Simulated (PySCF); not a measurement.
Structure problem from calculated spectra and properties.

Formula: CH8SSi2.

| Item | Value |
| --- | --- |
| Triplet | lowest triplet excitation (Tamm–Dancoff): 5.86 eV [TDA wB97X-D/def2-SVPD] |
| Dipole | 1.17 D [wB97X-D/def2-SVPD] |
| Valence photoelectron | vertical ionisation energy: 9.41 eV [ΔSCF wB97X-D/def2-SVPD] |
| 13C NMR | chemical shifts (computed TMS as zero) by class: -3.2 (1 C) ppm [GIAO PBE/pcSseg-2] |
| 1H NMR | chemical shifts (computed TMS as zero) by class: 5.01 (2 H), 4.82 (3 H), 0.54 (3 H) ppm [GIAO PBE/pcSseg-2] |
| NMR, other nuclei | isotropic shieldings of nuclei other than C and H, by class: 344 (1 Si), 381 (1 Si), 780 (1 S) ppm [GIAO PBE/pcSseg-2] |
| UV, strongest line | among the 10 lowest singlet transitions: S6 at 7.75 eV (160 nm, f = 0.075) [TDDFT wB97X-D/def2-SVPD] |
| Rotational structure | rotational constants A, B, C: 8.685, 1.571, 1.385 GHz [PBE0-D3(BJ)/def2-SVP] |
| Polarisability | 89.5 au [wB97X-D/def2-SVPD] |

Electronic properties: PySCF, gas phase, density fitting. Levels stand in brackets. Geometry: PBE0-D3(BJ)/def2-SVP, one conformer, isolated molecule. NMR values are class means; diastereotopic atoms form classes of their own.

Q: Give a SMILES that accounts for the data.

A: Numbering: `[CH3:1][SiH2:2][S:3][SiH3:4]`. Its formula, CH8SSi2, gives 0 degrees of unsaturation, so no ring and no π bond. The one carbon: Si-methyl carbon [C1] (-3.2 ppm). Hydrogen classes from least to most shielded: 2 H on an SiH2 silicon, Si2 (5.01 ppm), 3 H on an SiH3 silicon, Si4 (4.82 ppm), 3 H on an Si-methyl carbon, C1 (0.54 ppm). The other shieldings belong to: 344 ppm, SiH2 silicon [Si2]; 381 ppm, SiH3 silicon [Si4]; 780 ppm, sulfur bonded to 2 Si [S3]. The first electron is taken from the HOMO, whose largest Löwdin shares are 0.69 on the sulfur bonded to 2 Si, 0.10 on the SiH3 silicon and 0.10 on the SiH2 silicon. The optimised geometry has point group Cs and is an asymmetric top. Structure: `C[SiH2]S[SiH3]`. The assignments are read from this structure; whether some other isomer fits the data as well wasn't checked.

Shape of the structure used: `[CH3:1][SiH2:2][S:3][SiH3:4]`: C1–Si2–S3–Si4 180°.
